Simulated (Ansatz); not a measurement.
Ansatz (an electronic-structure program) input (wB97M-V/def2-TZVPD):

Ansatz 0.2 input:
```yaml
crystal:
  periodic: [false, false, false]
  atoms:
    - {symbol: Ca, position_ang: [-0.40944060, 0.54249696, -0.28492166]}
    - {symbol: Cl, position_ang: [1.85219330, 0.08664783, -1.37536649]}
    - {symbol: Cl, position_ang: [-1.37049847, -0.72487955, 1.71056845]}
basis:
  gaussian:
    orbitals: def2-TZVPD
hamiltonian:
  xc: {name: wB97M-V}
total_charge: -1
magnetization: {spin_polarized: true, initial_magnetization: 1}
output: {forces: true}
```

Output:

```
Functional definition: wB97M-V
integrals: 0.09 GiB planned
927 factors; their error is unknown
integrals: 0.12 GiB planned
229 factors; integrals over basis functions are off by at most 5.7e-5 eV
mean field: 1.10 GiB planned
mean field evaluation 1: about -43487.3554 eV, gradient 5.7e0 eV
mean field evaluation 2: about -43487.8206 eV, gradient 2.6e0 eV
mean field evaluation 4: about -43487.9245 eV, gradient 4.4e-1 eV
mean field evaluation 8: about -43487.9766 eV, gradient 1.0e-1 eV
mean field evaluation 16: about -43487.9769 eV, gradient 4.0e-4 eV
mean field -43487.97690231 eV, -1598.1536739504 hartree, gradient 4.4e-5 eV, S^2 0.750268; 0 other end points of the search recorded, 0 dependent functions left out
the calculation of the forces begins
reference -43487.97694304 eV, -1598.1536754473 hartree; 28, 27 occupied and 100, 101 virtual orbitals, 927 factors
Total energy: -43487.97694304 eV, -1598.1536754473 hartree
Atom 0 at    -0.409441     0.542497    -0.284922 Å, force    -0.026894     0.035634    -0.018715 eV/Å
Atom 1 at     1.852193     0.086648    -1.375366 Å, force     0.056401    -0.007000    -0.031774 eV/Å
Atom 2 at    -1.370498    -0.724880     1.710568 Å, force    -0.029507    -0.028634     0.050489 eV/Å
Dipole moment:     0.048240    -0.063916     0.033569 e Å
```
